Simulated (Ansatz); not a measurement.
`F/C=N\B[SiH3]` and `OC/N=C\F` differ in one atom or group.

Ansatz, PBE0-D4/def2-TZVP geometries, multiplicity 1. Each molecule was computed in one conformer, which needn't be the lowest.

```
                                                                                  property  `F/C=N\B[SiH3]`
                                        size of the dipole moment (ωB97M-V/def2-TZVPP) / D             1.85
                                                     LUMO energy (ωB97M-V/def2-TZVPP) / eV             0.86
                                                       HOMO–LUMO gap (PBE/def2-TZVPP) / eV             4.64
ideal-gas entropy at 298 K and 1 bar (rigid rotor, harmonic PBE0-D4/def2-TZVP) / J/(mol·K)              348
                                                         HOMO energy (PBE/def2-TZVPP) / eV            -6.65
                                                     HOMO energy (ωB97M-V/def2-TZVPP) / eV            -9.88
```

Q: Give the same properties after the change, and the shifts. (Estimate.)

A: Computed: 
```json
{"property": "size of the dipole moment (ωB97M-V/def2-TZVPP) / D", "`OC/N=C\\F`": "1.73", "shift": "-0.12"}
{"property": "LUMO energy (ωB97M-V/def2-TZVPP) / eV", "`OC/N=C\\F`": "1.95", "shift": "1.09"}
{"property": "HOMO–LUMO gap (PBE/def2-TZVPP) / eV", "`OC/N=C\\F`": "5.12", "shift": "0.48"}
{"property": "ideal-gas entropy at 298 K and 1 bar (rigid rotor, harmonic PBE0-D4/def2-TZVP) / J/(mol·K)", "`OC/N=C\\F`": "313", "shift": "-35"}
{"property": "HOMO energy (PBE/def2-TZVPP) / eV", "`OC/N=C\\F`": "-6.52", "shift": "0.13"}
{"property": "HOMO energy (ωB97M-V/def2-TZVPP) / eV", "`OC/N=C\\F`": "-10.61", "shift": "-0.73"}
```

With PBE0 the HOMO falls by 0.38 eV and the LUMO rises by 0.78 eV, so the gap widens by about 1.16 eV. PBE moves the HOMO by 0.13 eV and ωB97M-V by -0.73 eV. The zero-point energy changes by 14.9 kJ/mol with -3 modes. Dipoles are sizes alone; their direction can turn. Modes under 60 cm⁻¹, often nearly free rotors, make the harmonic entropy too high.

Positive LUMOs are unbound, so they and the gaps depend on the basis.
